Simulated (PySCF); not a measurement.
One of the candidates below gave these computed data.

* Triplet: lowest triplet excitation (Tamm–Dancoff): 4.71 eV [TDA CAM-B3LYP/def2-SVPD]
* Dipole: 1.90 D [CAM-B3LYP/def2-SVPD]
* 1H NMR: chemical shifts (computed TMS as zero) by class: 6.56 (1 H), 2.11 (3 H), 1.54 (1 H), 0.96 (6 H) ppm [GIAO PBE0/pcSseg-1]
* Rotational structure: rotational constants A, B, C: 4.699, 1.502, 1.384 GHz [PBE0-D3(BJ)/def2-SVP]
* NMR, other nuclei: isotropic shieldings of nuclei other than C and H, by class: 29 (1 B), 435 (1 S) ppm [GIAO PBE0/pcSseg-1]
* 13C NMR: chemical shifts (computed TMS as zero) by class: 21.6 (1 C), 19.4 (2 C), 14.8 (1 C) ppm [GIAO PBE0/pcSseg-1]

Electronic properties: PySCF, gas phase, density fitting. Levels stand in brackets. Isolated species at its PBE0-D3(BJ)/def2-SVP geometry (one conformer only). NMR classes are plain means over equivalent atoms (diastereotopic ones count apart unless rotation or inversion swaps them), as if these changed places fast.

Problem. Which candidate is it?
A. `CB(C)CCS`
B. `Sc1ccccc1`
C. `CSBC(C)C`

Solution. C. It is `CSBC(C)C`. Numbering: `[CH3:1][S:2][BH:3][CH:4]([CH3:5])[CH3:6]`. 4 carbons fall into 3 classes; from least to most shielded: sp3 carbon bound to boron [C4] (21.6 ppm), methyl carbon [C5/C6] (19.4 ppm, 2 C, up to 3.9 ppm apart in this geometry), S-methyl carbon [C1] (14.8 ppm). Hydrogen classes from least to most shielded: 1 H on a three-coordinate boron, B3 (6.56 ppm), 3 H on an S-methyl carbon, C1 (2.11 ppm), 1 H on an sp3 carbon bound to boron, C4 (1.54 ppm), 6 H on 2 methyl carbons, C5/C6 (0.96 ppm). The other shieldings belong to: 29 ppm, three-coordinate boron [B3]; 435 ppm, sulfur bonded to B and C [S2]. The optimised geometry has point group C1 and is an asymmetric top.

The others, at the same levels:
- `CB(C)CCS` fails: its computed 13C shifts are 43.2 (1 C), 27.4 (1 C), 14.1 (2 C) ppm, 1H shifts are 2.35 (2 H), 1.60 (2 H), 1.36 (1 H), 0.86 (6 H) ppm and lowest triplet excitation (Tamm–Dancoff) is 5.01 eV (against 4.71 eV).
- `Sc1ccccc1` fails: it has 6 hydrogens where the 1H data count 11; its computed 13C shifts are 142.7 (1 C), 134.5 (2 C), 130.9 (2 C), 128.7 (1 C) ppm, 1H shifts are 7.27 (2 H), 7.11 (2 H), 7.07 (1 H), 3.53 (1 H) ppm and lowest triplet excitation (Tamm–Dancoff) is 3.82 eV (against 4.71 eV).

Each candidate is one conformer, not necessarily the lowest. The conformers computed, where there is a choice (atom-mapped SMILES and torsion angles):
- `[CH3:1][S:2][BH:3][CH:4]([CH3:5])[CH3:6]`: C1–S2–B3–C4 -3°, S2–B3–C4–C5 -90°
- `[CH3:1][B:2]([CH3:3])[CH2:4][CH2:5][SH:6]`: C1–B2–C4–C5 -177°, B2–C4–C5–S6 -174°, H–S6–C5–C4 -60°
- `[SH:1][c:2]1[cH:3][cH:4][cH:5][cH:6][cH:7]1`: H–S1–C2–C3 180°
